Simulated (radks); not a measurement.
Dy57+, 9 electrons, occupied as [He] 2s2 2p5 (the NIST ground configuration).

All-electron calculation, non-relativistic Kohn-Sham, LB94 model potential, spin-polarised, spherical densities, point nucleus; open shells are filled with parallel spins first (spin-orbit coupling, left out, can overturn this in heavy ions); relativity is left out, which matters for an element this heavy. Program: a radial shooting solver on a logarithmic mesh with Libxc functionals.

Energy parts (eV):
| part | energy |
|---|---|
| kinetic | 209757.23 |
| electron-nucleus | -431694.89 |
| Hartree | 14916.26 |
(The LB94 potential has no energy functional, so no total or exchange-correlation energy is given.)

Orbitals (lengths in bohr, moments of r in powers of bohr; r(max) is where P^2 peaks):
| orbital | occ. | eigenvalue (eV) | r(max) |
|---|---|---|---|
| 1s down | 1 | -55204.00 | 0.01523 |
| 1s up | 1 | -55201.20 | 0.01523 |
| 2s up | 1 | -12529.98 | 0.08232 |
| 2s down | 1 | -12510.64 | 0.08235 |
| 2p up | 3 | -12243.32 | 0.06380 |
| 2p down | 2 | -12223.48 | 0.06380 |

The highest occupied level is 2p down at -12223.5 eV. Summed over all electrons, <r^2> = 0.06184 bohr^2, which gives a Langevin (diamagnetic) susceptibility term of -0.049 x 10^-6 cm^3/mol. The spin density at the nucleus is 2.91 e/bohr^3 (1s -12.94, 2s 15.85). The density falls to 0.001 e/bohr^3 at r = 0.36 bohr. Spin moment in Bohr magnetons: 1. The electron density at the nucleus is 2.009e+05 e/bohr^3.
